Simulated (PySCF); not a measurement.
## Ne(2+): ionisation energy

Ne(2+) [He] 2s2 2p4 (3P) → Ne(3+) [He] 2s2 2p3 (4S), as a difference of total energies. Calculation: PySCF 2.14, in x2c-QZVPPall with one added diffuse shell each of s, p, d, f type (8s5p4d3f1g, 73 functions); the spin-free X2C one-electron Hamiltonian (Gaussian nucleus). Correlated levels: valence and next inner shell: nothing frozen. The calculations carry no spin-orbit coupling.

```tsv
method	ionisation energy (eV)
UHF	61.832
MP2 (valence and next inner shell)	63.170
SCS-MP2 (valence and next inner shell)	63.287
CCSD (valence and next inner shell)	63.205
CCSD(T) (valence and next inner shell)	63.225
```

A first-order spin-orbit estimate (lowest level to lowest level, LS coupling) adds 0.038 eV.

Errors of the correlated levels include the incompleteness of this basis.

Which method comes closest to the reference value, and which is furthest?

The reference is 63.423 eV (measured; NIST Atomic Spectra Database, ionization energies). Closest: SCS-MP2 (valence and next inner shell) (error -0.097 eV); furthest: UHF (error -1.552 eV), both after the spin-orbit estimate.
